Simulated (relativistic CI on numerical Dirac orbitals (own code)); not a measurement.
**Ni²⁺ (3d8) in a crystal field**

Calculated by Dirac-Coulomb-Breit CI, KLI orbitals optimised for each configuration, QED by a radiative potential, one configuration in a parametric crystal field, unscaled Slater integrals (own radial code). With so little scaling, terms lie 10 to 35 % too far apart, which can change the order of excited levels.

Field parameters in Wybourne normalisation: D3d B²₀ = −7Dσ, B⁴₀ = −14Dq − 21Dτ, B⁴₃ = −14√(10/7) Dq. The field is a parameter set, without covalency.

S is read from ⟨S²⟩ = S(S + 1).

Powder χT (cm³ K mol⁻¹) by Van Vleck's formula, with temperature-independent terms:

```
                                        Field    2 K    5 K  10 K  20 K  50 K  100 K  200 K  300 K
D3d, 10Dq = 16250, Dσ = -1200, Dτ = -390 cm⁻¹  0.475  0.937  1.12  1.17  1.19    1.2   1.21   1.23
 D3d, 10Dq = 16250, Dσ = -980, Dτ = -390 cm⁻¹  0.573   1.01  1.14  1.18  1.19    1.2   1.21   1.23
 D3d, 10Dq = 16250, Dσ = -760, Dτ = -390 cm⁻¹  0.704   1.07  1.16  1.18  1.19    1.2   1.21   1.22
 D3d, 10Dq = 16250, Dσ = -550, Dτ = -390 cm⁻¹  0.859   1.12  1.17  1.18  1.19   1.19   1.21   1.22
 D3d, 10Dq = 16250, Dσ = -330, Dτ = -390 cm⁻¹   1.03   1.16  1.18  1.18  1.19   1.19   1.21   1.22
 D3d, 10Dq = 16250, Dσ = -110, Dτ = -390 cm⁻¹   1.14   1.17  1.18  1.18  1.19   1.19   1.21   1.22
  D3d, 10Dq = 16250, Dσ = 110, Dτ = -390 cm⁻¹   1.18   1.18  1.18  1.18  1.19   1.19   1.21   1.22
  D3d, 10Dq = 16250, Dσ = 330, Dτ = -390 cm⁻¹   1.14   1.17  1.18  1.18  1.18   1.19   1.21   1.22
```

Problem. For D3d, 10Dq = 16250, Dσ = 110, Dτ = -390 cm⁻¹: what effective moment follows at 300 K?

Solution. μ_eff = √(8χT) = 3.12 μB. The ground level has S = 1.00; the spin-only moment for S = 1 is 2.83 μB. The difference comes from the orbital moment, spin-orbit mixing of terms and temperature-independent paramagnetism, all larger in this ionic model than in covalent complexes.
